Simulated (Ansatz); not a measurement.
Reaction (formal exchange of groups at the Al–N bond): `CC(=S)[NH][AlH2]` + `[SiH3]O[SiH3]` → `[AlH2][SiH2]O[SiH3]` + `CC(N)=S`

Calculated with Ansatz (gas phase, PBE0-D4/def2-TZVP geometries, no zero-point term in ΔE). CCSD(T)/CBS adds triple-zeta CCSD(T) − MP2 to the extrapolated MP2 energy (def2 sets, frozen cores). One conformer a species, not always the lowest.

`CC(=S)[NH][AlH2]`:

Cartesian coordinates in Å:
```
C -0.825 -0.891 -0.831
C -0.191 0.460 -0.973
S -0.335 1.347 -2.347
N 0.510 0.901 0.105
Al 0.858 0.190 1.733
H -0.063 -1.655 -0.643
H -1.512 -0.908 0.020
H -1.369 -1.148 -1.735
H 0.897 1.818 -0.093
H 1.743 1.115 2.654
H 0.288 -1.229 2.109
```

`[SiH3]O[SiH3]`:

Cartesian coordinates in Å:
```
Si -0.338 0.329 -1.497
O -0.065 0.477 0.107
Si 0.328 -0.256 1.513
H 0.880 -0.180 -2.180
H -0.687 1.667 -2.033
H -1.460 -0.615 -1.741
H 0.338 0.769 2.584
H 1.674 -0.880 1.407
H -0.668 -1.310 1.839
```

`[AlH2][SiH2]O[SiH3]`:

```xyz
11

Al    0.326    2.780   -0.060
Si   -0.665    0.554   -0.423
O     0.300   -0.629    0.204
Si    0.392   -2.248    0.414
H     1.723    2.964    0.674
H    -0.457    4.064   -0.576
H    -2.021    0.453    0.200
H    -0.878    0.285   -1.879
H     1.629   -2.546    1.177
H     0.441   -2.938   -0.902
H    -0.790   -2.739    1.171
```

`CC(N)=S`:

```xyz
9

C     0.590   -0.178   -0.912
C    -0.287   -0.422    0.280
N    -0.531    0.668    1.020
S    -0.918   -1.894    0.646
H     0.875   -1.122   -1.367
H     0.047    0.419   -1.651
H     1.490    0.377   -0.630
H    -1.127    0.586    1.826
H    -0.140    1.565    0.788
```

```json
{"level": "HF/def2-TZVPP", "ΔE (kcal/mol)": "25.3"}
{"level": "SCS-MP2/def2-TZVPP", "ΔE (kcal/mol)": "27.5"}
{"level": "CCSD/def2-TZVPP", "ΔE (kcal/mol)": "25.1"}
{"level": "HF/CBS(def2)", "ΔE (kcal/mol)": "25.6"}
```

(1) What does CCSD(T)/CBS give? (Estimate.)

Largest T1 diagnostic among the species: 0.017.

Answers

(1) Ansatz gave: +25.0 kcal/mol. The listed levels differ from it by 0.3, 2.5, 0.1, 0.6 kcal/mol.

The D4 term adds +0.9 kcal/mol with B3LYP and +0.5 kcal/mol with PBE0; it sums over pairs of atoms, weighted by their polarisabilities, and B3LYP, whose exchange is more repulsive, gets the larger term. From PBE to PBE0 (25 % exact exchange), in def2-TZVPP and without D4, ΔE moves by +0.9 kcal/mol.

B3LYP here is the variant with VWN-RPA as its local correlation; programs differ in this.
